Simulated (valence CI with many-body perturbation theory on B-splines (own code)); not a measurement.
Results of a calculation; reference values are marked as such.
Sn⁴⁵⁺: what the settings do

Level of theory: valence CI with perturbative core correlation (CI+MBPT): three valence electrons over a frozen Dirac-Fock core [He], a basis of 6 s, 6 p, 5 d, 3 f, 1 g functions for each j, with the one-electron correlation potential Σ1, the two-electron term Σ2, the three-electron term Σ3, Breit, model QED; selected CI, second order for the rest, scaled by the run's own slope (own B-spline code, finite nucleus).

No measured spectrum was set against this ion. As an estimate, large intervals hold to a few tenths of a per cent, small ones and those within an open d or f shell to about a per cent.

The reference run has the lowest level (2s^2 2p1/2) J=1/2 and an ionisation energy of 7785.70 eV. Its largest variational space holds 3959 state functions.

Levels are named by their leading jj configuration (3d3/2^4 stands for four electrons in 3d with j = 3/2), which in mixed levels can hold well under half, so a name can repeat and another be missing. Letters in brackets count levels of one name in rising energy.

Changed runs:
A. core polarisation of operators on → off
B. Breit term on → off; QED terms on → off
C. scale of Σ2 1 → 0.5
D. box radius (bohr) 1.2689 → 0.47 (bad on purpose)

Excitation energies of the reference run in cm⁻¹, and shifts in cm⁻¹:

```tsv
Level	Reference	A	B	C	D
(2s 2p1/2^2) J=1/2	1171760	0	-3547	+287	-254
(2s^2 2p3/2) J=3/2	2062550	0	+34560	-2.8	+139
(2s 2p1/2 2p3/2) J=3/2 [a]	2883020	0	+30598	+140	-145
(2s 2p1/2 2p3/2) J=5/2	3118530	0	+55373	+260	-158
(2s 2p1/2 2p3/2) J=3/2 [b]	3489460	0	+43808	+725	-97
(2s 2p1/2 2p3/2) J=1/2	3501910	0	+28135	+1146	-82
(2p1/2^2 2p3/2) J=3/2	4759770	0	+35127	+1446	-338
(2s 2p3/2^2) J=5/2	5093320	0	+76941	+218	+10
(2s 2p3/2^2) J=1/2	5635850	0	+52845	+306	+127
(2s 2p3/2^2) J=3/2	5644790	0	+71052	+1128	+81
(2p1/2 2p3/2^2) J=3/2	6593510	0	+66858	+1442	-223
(2p1/2 2p3/2^2) J=5/2	6742690	0	+91223	+1268	-252
Ionisation energy (eV)	7785.70	0	+8.76	+0.037	-0.06
```

No effect on these energies: A.
